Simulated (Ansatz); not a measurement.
input.yaml

```yaml
crystal:
  periodic: [false, false, false]
  atoms:
    - { symbol: B, position_ang: [-0.341002, 0.195379, -1.234697] }
    - { symbol: F, position_ang: [0.706244, -0.638377, -1.476972] }
    - { symbol: F, position_ang: [-1.558053, -0.29903, -1.178496] }
    - { symbol: F, position_ang: [-0.132788, 1.492506, -1.1795] }
    - { symbol: H, position_ang: [0.954574, -0.659905, 0.692064] }
    - { symbol: "N", position_ang: [0.432551, -0.259591, 1.469009] }
    - { symbol: H, position_ang: [-0.530203, -0.586012, 1.464349] }
    - { symbol: H, position_ang: [0.468676, 0.75513, 1.444343] }
basis:
  gaussian: { orbitals: def2-SVP }
hamiltonian:
  xc: b3lyp
  dispersion: d4
relax:
  f_tol: 0.03
  max_steps: 50
```

Run as:

```bash
$ ansatz run input.yaml --threads 2 --pin off --max-ram 3072MiB --backend cpu --events-out ev --progress --plain --runs-dir out
```

Hardware: 2 threads of Arm Neoverse V1 (shared host).

**Question.** Roughly how long does this run take, and how much memory?

**Answer.** 11 s, with a peak of 0.16 GiB, for 6 ionic steps.
